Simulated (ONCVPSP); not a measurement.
**Reading a pseudo-wave (F)**

Columns: radius, all-electron u(r) and pseudo u(r) of the 2s shell (level -29.65 eV) of fluorine in the configuration [He] 2s2 2p5; LDA (Perdew-Wang 92), scalar-relativistic, ONCV scheme, ONCVPSP 4.0.1.

```json
{"r (bohr)": "0.088", "all-electron": "-0.4515", "pseudo": "0.1117"}
{"r (bohr)": "0.175", "all-electron": "-0.2714", "pseudo": "0.2319"}
{"r (bohr)": "0.262", "all-electron": "0.0716", "pseudo": "0.3730"}
{"r (bohr)": "0.350", "all-electron": "0.4061", "pseudo": "0.5318"}
{"r (bohr)": "0.438", "all-electron": "0.6689", "pseudo": "0.6891"}
{"r (bohr)": "0.525", "all-electron": "0.8486", "pseudo": "0.8321"}
{"r (bohr)": "0.612", "all-electron": "0.9576", "pseudo": "0.9458"}
{"r (bohr)": "0.700", "all-electron": "1.0102", "pseudo": "1.0084"}
{"r (bohr)": "0.788", "all-electron": "1.0197", "pseudo": "1.0197"}
{"r (bohr)": "0.875", "all-electron": "0.9992", "pseudo": "0.9992"}
{"r (bohr)": "0.962", "all-electron": "0.9588", "pseudo": "0.9587"}
{"r (bohr)": "1.050", "all-electron": "0.9051", "pseudo": "0.9051"}
{"r (bohr)": "1.138", "all-electron": "0.8443", "pseudo": "0.8443"}
{"r (bohr)": "1.225", "all-electron": "0.7811", "pseudo": "0.7810"}
{"r (bohr)": "1.312", "all-electron": "0.7174", "pseudo": "0.7174"}
{"r (bohr)": "1.400", "all-electron": "0.6545", "pseudo": "0.6545"}
{"r (bohr)": "1.487", "all-electron": "0.5950", "pseudo": "0.5949"}
{"r (bohr)": "1.575", "all-electron": "0.5381", "pseudo": "0.5381"}
{"r (bohr)": "1.662", "all-electron": "0.4857", "pseudo": "0.4857"}
{"r (bohr)": "1.750", "all-electron": "0.4367", "pseudo": "0.4367"}
{"r (bohr)": "1.838", "all-electron": "0.3917", "pseudo": "0.3917"}
{"r (bohr)": "1.925", "all-electron": "0.3511", "pseudo": "0.3511"}
{"r (bohr)": "2.012", "all-electron": "0.3142", "pseudo": "0.3141"}
{"r (bohr)": "2.100", "all-electron": "0.2803", "pseudo": "0.2803"}
{"r (bohr)": "2.188", "all-electron": "0.2498", "pseudo": "0.2498"}
{"r (bohr)": "2.275", "all-electron": "0.2226", "pseudo": "0.2226"}
```

Question: How many radial nodes do the two functions have?

Answer: The all-electron 2s function has n − l − 1 = 1; the pseudo-wave has 0, since the states of the same l below it are removed with the core.

Question: At about which radius was the pseudo-wave matched?

Answer: 0.80 bohr, where the columns begin to agree (steps of 0.09 bohr).

Question: Where does each function peak?

Answer: Outermost all-electron maximum near 0.79 bohr, pseudo maximum near 0.79 bohr (to the table’s step).

Question: Is the pseudo-wave norm-conserving?

Answer: Yes: the ONCV scheme keeps the norm inside the radius equal to the all-electron one, which fixes the energy derivative of the logarithmic derivative at the level.
